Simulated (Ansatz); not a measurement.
A made-up structure of AlSnH5, singlet:

```xyz
7
angstrom
Al -0.4568 -1.4996 0.0784
Sn 0.3084 1.0415 -0.0715
H -0.0962 -2.3559 1.3659
H -1.2713 -2.1807 -1.1018
H -0.1628 1.8208 -1.5200
H 0.4885 -2.6754 0.2637
H 2.0107 1.1994 0.0347
```

It is relaxed with PBE-D4/def2-SVP and then PBE0-D4/def2-TZVP (Ansatz 0.2.0). Atoms count as bonded within 1.22 times the sum of their covalent radii (H–H: 0.88 Å). The end point is not checked to be a true minimum.

(1) Does its bonding change? (A judgement: the text doesn't fix the answer.)

Results:

(1) By the calculation: Yes. Formed: Sn2–H6; broken: none.

Where it ends: The first stage lowers the energy by 2.91 eV in 16 steps. It ends as AlSnH₅ ([H]1[AlH2][SnH2]1):
Al1  (-0.634, -1.743, 0.240)
Sn2  (0.314, 0.621, -0.180)
H3  (-0.282, -2.372, 1.643)
H4  (-1.693, -2.238, -0.819)
H5  (0.453, 1.217, -1.789)
H6  (0.864, -1.233, -0.592)
H7  (1.799, 1.098, 0.548)
(Å)

Labels in which every atom is bracketed show which atoms are joined, not bond orders.

For scale, one of the runs: PBE0-D4/def2-TZVP relaxation, 117 basis functions, launched by `ansatz run in.yaml --threads 2 --pin off --events-out ev --progress --plain --max-ram 4352MiB`. Hardware: 2 CPU threads of an Arm Neoverse V2, shared host. Wall time about 16 s.
